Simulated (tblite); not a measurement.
Compound: C₇H₁₃ (doublet state).
Cartesian coordinates in Å at the GFN2-xTB level; atoms count from 1:
```xyz
20
C7H13 angstrom
C     -2.9284   -1.0309   -0.4172
C     -1.6601   -0.6542   -0.7569
C     -0.8606    0.2516   -0.0737
C     -1.3257    0.9213    1.1770
C      0.5292    0.5286   -0.5402
C      1.5599   -0.3029    0.2444
C      2.9771   -0.0390   -0.2457
H     -3.4268   -0.6385    0.4503
H     -3.4751   -1.7375   -1.0147
H     -1.2313   -1.0989   -1.6479
H     -1.5159    0.1886    1.9638
H     -2.2599    1.4575    1.0036
H     -0.5840    1.6295    1.5377
H      0.6263    0.2869   -1.6009
H      0.7670    1.5879   -0.4084
H      1.3199   -1.3619    0.1276
H      1.4854   -0.0589    1.3059
H      3.6921   -0.6387    0.3128
H      3.0692   -0.2900   -1.3004
H      3.2365    1.0102   -0.1199
```

Computed with GFN2-xTB (tblite): harmonic, unscaled wavenumbers at the GFN2-xTB geometry, gas phase. Against measured fundamentals such values can be off by several per cent, at times by over 20. One conformer, not necessarily the lowest. Open shells enter through the occupations alone, without spin polarisation, and single modes of such species can be off by tens of per cent.

Harmonic wavenumbers (cm⁻¹): 48.8, 76.0, 89.8, 136.5, 230.6, 232.6, 262.4, 326.0, 389.4, 412.0, 544.7, 584.0, 758.0, 786.3, 825.5, 897.8, 929.5, 945.7, 987.6, 1005.9, 1035.9, 1086.5, 1087.9, 1098.5, 1225.4, 1238.8, 1269.0, 1281.1, 1306.7, 1340.7, 1355.5, 1396.1, 1414.7, 1452.2, 1473.7, 1484.8, 1491.5, 1497.1, 1503.0, 1504.5, 1505.9, 2948.0, 2963.4, 2970.2, 2977.2, 2987.7, 2988.2, 3028.9, 3031.5, 3037.0, 3037.1, 3041.8, 3121.6, 3150.5.

A = 5420, B = 1272, C = 1126 MHz; mass 97.102 u (most abundant isotopes); point group C1, symmetry number 1; spin multiplicity 2.

Zero-point energy?

½Σν̃ = 38901 cm⁻¹ = 111.22 kcal/mol.

What is S at 298.15 K and 1 bar for an ideal gas of classical rigid rotors and harmonic oscillators?

Translation 39.66, rotation 28.12, vibration 26.82, spin (R ln 2) 1.38: S = 96.0 cal/(mol K).

And Cp and H(298.15 K) − H(0)?

Cp = 35.17 cal/(mol K), of which vibrations give 27.22 (their classical limit is 54 R = 107.3); H(298.15 K) − H(0) = 6.52 kcal/mol without the zero-point energy, 4.15 from vibrations.

How do the functions run with temperature in this model?

| T (K) | S (cal/(mol K)) | Cp (cal/(mol K)) | H − H(0) (kcal/mol) | G − H(0) (kcal/mol) | ln q(vib) |
| --- | --- | --- | --- | --- | --- |
| 150 | 76.9 | 22.4 | 2.30 | -9.23 | 2.92 |
| 250 | 90.2 | 30.6 | 4.94 | -17.61 | 5.35 |
| 400 | 107.7 | 45.1 | 10.61 | -32.47 | 8.87 |
| 600 | 129.3 | 61.7 | 21.37 | -56.20 | 13.54 |
| 900 | 157.7 | 78.5 | 42.59 | -99.36 | 20.34 |

q(vib) and H(0) count from the zero-point level.

Blend soft modes into free rotors: weight 1/[1 + (100 cm⁻¹/ν̃)⁴] for the oscillator and the rest for a rotor with moment μB/(μ + B), μ = h/(8π²ν), B = 10⁻⁴⁴ kg m². What vibrational entropy results?

24.48 cal/(mol K) in place of 26.82, which changes −T·S at 298.15 K by +0.70 kcal/mol.

What must be added to the electronic energy to get the Gibbs energy at 298.15 K and 1 bar?

ZPE + [H(298.15 K) − H(0)] − T·S = 111.22 + 6.52 − 28.61 = 89.13 kcal/mol.

Which modes carry the vibrational entropy at 298.15 K?

48.8 cm⁻¹: 4.87; 76.0 cm⁻¹: 3.99; 89.8 cm⁻¹: 3.66; 136.5 cm⁻¹: 2.85; 230.6 cm⁻¹: 1.87; 232.6 cm⁻¹: 1.86 cal/(mol K); the other 48 give 7.72 together.

Hindered rotation and anharmonicity are outside this model. Other conformers, if any are populated, would add a mixing term that is left out. The structure is chiral; the term R ln 2 for an equal mix with its mirror image is left out.
